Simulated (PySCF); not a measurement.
Mg(I)(Et) (C2H5IMg), SMILES [I][Mg][CH2]C.

Geometry optimised at PBE0-D3(BJ)/def2-SVP. The structure was generated by enumeration; whether it is a known compound was not checked. The def2 effective core potentials stand for the cores of I; spin–orbit coupling is left out. Other conformers were not sampled.

All values below come from PySCF with B3LYP/def2-TZVP.

Symmetry labels are those of the subgroup Cs that the program uses (full group Cs).

Computed valence orbital energies around the gap with their symmetry:
```json
[
 {"orbital": "HOMO−7", "symmetry": "A\"", "energy (eV)": "-11.82"},
 {"orbital": "HOMO−6", "symmetry": "A'", "energy (eV)": "-11.24"},
 {"orbital": "HOMO−5", "symmetry": "A'", "energy (eV)": "-10.02"},
 {"orbital": "HOMO−4", "symmetry": "A\"", "energy (eV)": "-9.35"},
 {"orbital": "HOMO−3", "symmetry": "A'", "energy (eV)": "-8.46"},
 {"orbital": "HOMO−2", "symmetry": "A'", "energy (eV)": "-7.11"},
 {"orbital": "HOMO−1", "symmetry": "A\"", "energy (eV)": "-7.10"},
 {"orbital": "HOMO", "symmetry": "A'", "energy (eV)": "-6.74"},
 {"orbital": "LUMO", "symmetry": "A'", "energy (eV)": "-1.45"},
 {"orbital": "LUMO+1", "symmetry": "A'", "energy (eV)": "-0.61"},
 {"orbital": "LUMO+2", "symmetry": "A\"", "energy (eV)": "-0.54"},
 {"orbital": "LUMO+3", "symmetry": "A'", "energy (eV)": "1.06"}
]
```
